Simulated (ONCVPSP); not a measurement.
## Which change was made? (Mn, ONCV)

- Element: Mn
- Generator: ONCVPSP 4.0.1
- Type: optimised norm-conserving Vanderbilt (ONCV)
- Functional: LDA (Perdew-Zunger)
- Relativity: scalar-relativistic
- Frozen core: [Ar]
- Valence charge: 7
- Reference configuration: 3d5 4s1.5 4p0.5
- Partial waves: 4s: rc 2.35 bohr, ncon 3, nbas 7, qcut 2.9 1/bohr, 1 projector; 4p: rc 3.25 bohr, ncon 4, nbas 8, qcut 2.9 1/bohr, 1 projector; 3d: rc 1.60 bohr, ncon 4, nbas 8, qcut 10 1/bohr, 2 projectors, debl 2 Ha
- Local potential: polynomial inside 1.40 bohr (lpopt 5, dvloc0 0 Ha)
- Core correction: Teter function, fcfact 5.25, rcfact 1.35

Cutoffs, loose and tight: the cutoffs (Ha) at which the residual kinetic energy of the hardest occupied pseudo-wave falls to 1 and 0.1 mHa per electron. They do not see the model core or the augmentation charge, which bear on the density cutoff. Test errors are all-electron minus pseudo excitation energies from the reference, over the configurations 3d5 4s2 4p0; 3d5 4s1 4p0; 3d5 4s0 4p0; 3d5 4s0 4p1; variants that change the core or the reference have their own tests.

The base gives: outcome: generated; cutoff, loose: 38 Ha; cutoff, tight: 43 Ha; bound ghosts: s; GHOST(+) flags above zero: p; largest test error (meV): -33.

Q: After one change the result is: outcome: failed: ERROR pspot: first pseudo wave function has node, program will stop. Which change was it?
A. d: qcut 7.2
B. d: qcut 6.1
C. d: qcut 12.2
D. d: qcut 15

A: D. The others give: d: qcut 7.2 → outcome: generated; cutoff, loose: 58 Ha; cutoff, tight: 93 Ha; bound ghosts: s; GHOST(+) flags above zero: p; largest test error (meV): -24 | d: qcut 12.2 → outcome: generated; cutoff, loose: 47 Ha; cutoff, tight: 54 Ha; bound ghosts: s; GHOST(+) flags above zero: p; largest test error (meV): -38 | d: qcut 6.1 → outcome: generated; cutoff, loose: 90 Ha; cutoff, tight: 116 Ha; bound ghosts: s; GHOST(+) flags above zero: p; largest test error (meV): -17.
